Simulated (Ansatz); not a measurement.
Relaxation of BFH₃Sn (6 atoms, charge 0, multiplicity 2), to a largest force component of 0.02 eV/Å in at most 50 steps.

All numbers below come from Ansatz, UKS B3LYP-D4/def2-SVP.

```xyz
6
Properties=species:S:1:pos:R:3
F -1.357 -1.418 0.807
B -0.698 -0.906 -0.189
Sn 0.163 1.256 -0.035
H -0.675 -1.509 -1.191
H 0.459 -0.749 -0.109
H 0.907 1.378 1.535
```

Task: Where does it end, and by what steps?

Result: The run converged. After 8 steps the energy has fallen by 0.665 eV; H4 moved furthest, 0.38 Å.

| step | energy less start (eV) | largest force component (eV/Å) | accepted |
| --- | --- | --- | --- |
| 0 | 0.0000 | 2.594 | yes |
| 1 | -0.5420 | 1.140 | yes |
| 2 | -0.6327 | 0.668 | yes |
| 3 | -0.6374 | 0.455 | yes |
| 4 | -0.6572 | 0.117 | yes |
| 5 | -0.6626 | 0.125 | yes |
| 6 | -0.6643 | 0.088 | yes |
| 7 | -0.6652 | 0.029 | yes |
| 8 | -0.6654 | 0.012 | yes |

```xyz
6
Properties=species:S:1:pos:R:3
F -1.248 -1.429 0.907
B -0.581 -1.056 -0.182
Sn 0.369 1.316 -0.195
H -0.994 -1.320 -1.281
H 0.649 -0.830 -0.008
H 0.604 1.371 1.576
```

Time of the run: 22 s on 2 threads of Arm Neoverse V1, on a shared host, peak memory 0.17 GiB.
